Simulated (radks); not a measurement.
Valence configurations of Lu (all share [Xe]). Calculated with a radial shooting solver on a logarithmic mesh with Libxc functionals: Dirac Kohn-Sham, PBE, spin-unpolarised, spherical densities, point nucleus; open shells are shared between the two j in proportion to 2j + 1. Energies are relative to 4f14 5d1 6s2; eigenvalues in eV.

[
 {"valence": "4f14 5d1 6s2", "E (eV)": "0.000", "e(4f5/2)": "-10.443", "e(4f7/2)": "-8.921", "e(5d3/2)": "-1.948", "e(5d5/2)": "-1.631", "e(6p1/2)": "-"},
 {"valence": "4f14 6s2 6p1", "E (eV)": "0.923", "e(4f5/2)": "-13.540", "e(4f7/2)": "-12.016", "e(5d3/2)": "-", "e(5d5/2)": "-", "e(6p1/2)": "-2.482"},
 {"valence": "4f14 5d1.5 6s1.5", "E (eV)": "1.479", "e(4f5/2)": "-9.911", "e(4f7/2)": "-8.389", "e(5d3/2)": "-1.694", "e(5d5/2)": "-1.398", "e(6p1/2)": "-"},
 {"valence": "4f14 5d2 6s1", "E (eV)": "3.002", "e(4f5/2)": "-9.505", "e(4f7/2)": "-7.983", "e(5d3/2)": "-1.523", "e(5d5/2)": "-1.246", "e(6p1/2)": "-"},
 {"valence": "4f13.5 5d1 6s2 6p0.5", "E (eV)": "5.230", "e(4f5/2)": "-15.525", "e(4f7/2)": "-13.963", "e(5d3/2)": "-3.565", "e(5d5/2)": "-3.144", "e(6p1/2)": "-2.103"},
 {"valence": "4f14 5d3", "E (eV)": "6.133", "e(4f5/2)": "-8.987", "e(4f7/2)": "-7.465", "e(5d3/2)": "-1.370", "e(5d5/2)": "-1.121", "e(6p1/2)": "-"},
 {"valence": "4f13.5 5d3 6p0.5", "E (eV)": "10.388", "e(4f5/2)": "-12.895", "e(4f7/2)": "-11.334", "e(5d3/2)": "-2.178", "e(5d5/2)": "-1.849", "e(6p1/2)": "-1.798"},
 {"valence": "4f13 5d1 6s2 6p1", "E (eV)": "12.870", "e(4f5/2)": "-21.054", "e(4f7/2)": "-19.451", "e(5d3/2)": "-5.405", "e(5d5/2)": "-4.884", "e(6p1/2)": "-2.636"},
 {"valence": "4f13 5d3 6s1", "E (eV)": "13.196", "e(4f5/2)": "-16.201", "e(4f7/2)": "-14.601", "e(5d3/2)": "-2.293", "e(5d5/2)": "-1.906", "e(6p1/2)": "-"},
 {"valence": "4f13 6s2 6p2", "E (eV)": "16.446", "e(4f5/2)": "-24.852", "e(4f7/2)": "-23.248", "e(5d3/2)": "-", "e(5d5/2)": "-", "e(6p1/2)": "-3.567"}
]

NIST lists [Xe] 4f14 5d1 6s2 as the ground configuration; this level of theory agrees among the configurations tried. The energies are those of spherical spin-averaged densities, not of single terms.
